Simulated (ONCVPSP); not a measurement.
# Cl (Z = 17): ONCV pseudisation with PBE, scalar-relativistic reference atom.

Cl (Z = 17), optimised norm-conserving Vanderbilt (ONCV), made with ONCVPSP 4.0.1 (PBE, scalar-relativistic). Core [He], reference 2s2 2p6 3s2 3p5. Waves: 2s+3s: rc 0.85 bohr, ncon 3, nbas 7, qcut 16.9 1/bohr, 2 projectors; 2p+3p: rc 0.60 bohr, ncon 5, nbas 9, qcut 26.3 1/bohr, 2 projectors. Local part: polynomial inside 0.60 bohr (lpopt 5, dvloc0 0 Ha). Core correction: none.

Calculated quality:

| Quantity | Value |
| --- | --- |
| Cutoffs needed | 263 Ha and 298 Ha (the cutoffs (Ha) at which the residual kinetic energy of the hardest occupied pseudo-wave falls to 1 and 0.1 mHa per electron) |
| Ghost test | no bound ghost flagged; no localised positive-energy state flagged |
| Largest excitation error | +9.7 meV (all-electron minus pseudo) for 2s2 2p6 3s2 3p2, out of 4 test configurations |

Generation and tests took about 4.3 s on one core of a shared server CPU.
